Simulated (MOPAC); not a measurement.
Input for MOPAC: PM6 on H2Zn (SMILES [ZnH2]), a point of a bond scan (R = 1.544 Å).

```
PM6 1SCF PRECISE CHARGE=0 THREADS=1
H2Zn

Zn     0.00000000 1     0.00000000 1     0.00000000 1
H      0.00000000 1     0.00000000 1     1.54404572 1
H     -0.00000000 1    -0.00000000 1    -1.54404572 1
```

Program output:

```
*******************************************************************************
 **                                                                           **
 **                              MOPAC v23.2.5                                **
 **                                                                           **
 *******************************************************************************
 ** MOPAC's Digital Object Identifier: https://doi.org/10.5281/zenodo.6511958 **
 **                                                                           **
 ** Please cite the open-source release paper for use of this MOPAC version:  **
 ** J. E. Moussa and J. J. P. Stewart (2026)                                  **
 ** MOPAC: An open-source semiempirical molecular orbital program             **
 ** J. Open Source Softw., 11(119), 8025, https://doi.org/10.21105/joss.08025 **
 *******************************************************************************

                              PM6 CALCULATION RESULTS

 *******************************************************************************
 *  PM6        - The PM6 Hamiltonian to be used
 *
 *
 *
 *                 CHARGE ON SYSTEM = 0
 *
 *
 *
 *  PRECISE    - TIGHTER CRITERIA TO BE USED
 *  1SCF       - DO 1 SCF AND THEN STOP
 *  THREADS=1  - MULTI-THREADING NOT USED
 *  T=         - A TIME OF 172800.0 SECONDS REQUESTED
 *  DUMP=N     - RESTART FILE WRITTEN EVERY 7200.0 SECONDS REQUESTED
 *******************************************************************************
PM6 1SCF PRECISE CHARGE=0 THREADS=1
 H2Zn

   ATOM   CHEMICAL          X               Y               Z
  NUMBER   SYMBOL      (ANGSTROMS)     (ANGSTROMS)     (ANGSTROMS)

     1      Zn          0.00000000  *   0.00000000  *   0.00000000  *
     2       H          0.00000000  *   0.00000000  *   1.54404572  *
     3       H         -0.00000000  *  -0.00000000  *  -1.54404572  *



          CARTESIAN COORDINATES

    NO.       ATOM           X           Y           Z

     1        Zn          0.0000      0.0000      0.0000
     2         H          0.0000      0.0000      1.5440
     3         H         -0.0000     -0.0000     -1.5440

 General Reference for PM6:
 "Optimization of Parameters for Semiempirical Methods V: Modification of NDDO Approximations
 and Application to 70 Elements", J. J. P. Stewart, J. Mol. Mod., 13, 1173-1213 (2007)
 URL: https://link.springer.com/article/10.1007/s00894-007-0233-4

           Empirical Formula: H2 Zn  =     3 atoms



      MOLECULAR POINT GROUP   :   D*h


      RHF CALCULATION, NO. OF DOUBLY OCCUPIED LEVELS = 2


 -------------------------------------------------------------------------------
 PM6 1SCF PRECISE CHARGE=0 THREADS=1
 H2Zn



     1SCF WAS SPECIFIED, SO BFGS WAS NOT USED
     SCF FIELD WAS ACHIEVED


                              PM6 CALCULATION
                                                       MOPAC v23.2.5 Linux




          FINAL HEAT OF FORMATION =         64.78558 KCAL/MOL =     271.06287 KJ/MOL


          COSMO AREA              =         50.09 SQUARE ANGSTROMS
          COSMO VOLUME            =         29.60 CUBIC ANGSTROMS

          IONIZATION POTENTIAL    =          8.430578 EV
          HOMO LUMO ENERGIES (EV) =         -8.431 -1.201
          NO. OF FILLED LEVELS    =          2
          MOLECULAR WEIGHT        =         67.3958         POINT GROUP:  D*h

          MOLECULAR DIMENSIONS (Angstroms)

            Atom       Atom       Distance
            H     3    H     2     3.08809
            H     3    H     2     0.00000
           Zn     1    H     2     0.00000


          SCF CALCULATIONS        =          1





   ATOM   CHEMICAL          X               Y               Z
  NUMBER   SYMBOL      (ANGSTROMS)     (ANGSTROMS)     (ANGSTROMS)

     1      Zn          0.00000000  *   0.00000000  *   0.00000000  *
     2       H          0.00000000  *   0.00000000  *   1.54404572  *
     3       H         -0.00000000  *  -0.00000000  *  -1.54404572  *

                             CARTESIAN COORDINATES

   1   Zn        0.000000000     0.000000000     0.000000000
   2    H        0.000000000     0.000000000     1.544045720
   3    H       -0.000000000    -0.000000000    -1.544045720


           Empirical Formula: H2 Zn  =     3 atoms



      MOLECULAR POINT GROUP   :   D*h


                  EIGENVALUES
 -17.17915  -8.43058  -1.20078  -1.20078   4.98713   7.57889


              NET ATOMIC CHARGES AND DIPOLE CONTRIBUTIONS

  ATOM NO.   TYPE          CHARGE      No. of ELECS.   s-Pop       p-Pop
    1         Zn           0.064858        1.9351     1.34289     0.59225
    2          H          -0.032429        1.0324     1.03243
    3          H          -0.032429        1.0324     1.03243
 DIPOLE           X         Y         Z       TOTAL
 POINT-CHG.     0.000     0.000    -0.000     0.000
 HYBRID         0.000     0.000     0.000     0.000
 SUM            0.000     0.000    -0.000     0.000


          ATOMIC ORBITAL ELECTRON POPULATIONS

     Atom    s        px        py        pz
    1 Zn   1.34289   0.00000   0.00000   0.59225
    2  H   1.03243
    3  H   1.03243

 **********************
 *                    *
 * JOB ENDED NORMALLY *
 *                    *
 **********************




 == MOPAC DONE ==
```

The run finished.

Cost: very roughly 0.010 core-seconds.
